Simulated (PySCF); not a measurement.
Compound: C4H12N2OSi.
Geometry (GFN2-xTB, Å), atoms numbered from 1 in this order:
```
atom  x, y, z in Å
N1    -2.4604    0.4927    0.6112
Si2   -1.1495   -0.0450   -0.3687
N3    -1.5317   -1.5058   -1.2110
C4    -0.3093    1.2365   -1.5019
C5     1.0058    1.1246   -0.7020
C6     0.5563    0.2192    0.4690
C7     1.4469   -0.9906    0.6929
O8     2.7058   -0.6628    1.2450
H9    -3.3912    0.3982    0.2412
H10   -2.4528    0.2851    1.5958
H11   -0.8915   -1.8521   -1.9065
H12   -1.9410   -2.2738   -0.7047
H13   -0.7328    2.2358   -1.4538
H14   -0.1946    0.9843   -2.5530
H15    1.7808    0.6367   -1.2969
H16    1.3870    2.0925   -0.3772
H17    0.5161    0.7804    1.4041
H18    0.9901   -1.6793    1.4087
H19    1.5868   -1.5288   -0.2582
H20    3.0739    0.0628    0.7286
```

NICS = −σ at a ghost point: NICS(0) at the centroid of the ring atoms, NICS(1) 1 Å to either side along the normal of their mean plane, zz for the tensor component along that normal. Level: GIAO PBE0/pcSseg-1 (PySCF, non-relativistic, gas phase) on the GFN2-xTB geometry, one conformer.

Ring bond lengths (Å), with Mayer bond orders in brackets: Si2–C4 1.906 (0.89), C4–C5 1.543 (1.02), C5–C6 1.547 (0.98), C6–Si2 1.919 (0.80).

What do the NICS probes read (ppm)?

| ring | type | NICS(0) | NICS(1), two faces | NICS(1)zz, two faces | rms pucker (Å) | centre to ring atoms, mean (Å) |
| --- | --- | --- | --- | --- | --- | --- |
| Si2–C4–C5–C6 | 4-membered ring with Si; formal bonds all single | -0.6 | -1.6 / -1.1 | 2.1 / 3.4 | 0.04 | 1.22 |

What do they say, and how far can they be read as aromaticity?

- Si2–C4–C5–C6: mean NICS(1)zz 2.7 ppm, near zero. Si2, C4, C5, C6 have four or more neighbours; no verdict on aromaticity is drawn.

At the second NICS(1) probe listed for ring Si2–C4–C5–C6, 1 Å off the ring, what do the in-plane components average?

The isotropic value is a third of the trace: (3 × -1.1 − (3.4))/2 = -3.4 ppm.

Give the inner angles of the rings and the Hirshfeld charges of the ring atoms.

- Si2–C4–C5–C6: Si2 77.0° (+0.446 e), C4 91.1° (-0.179 e), C5 100.8° (-0.077 e), C6 90.5° (-0.135 e); sum 359.3° against 360° for a flat convex ring.
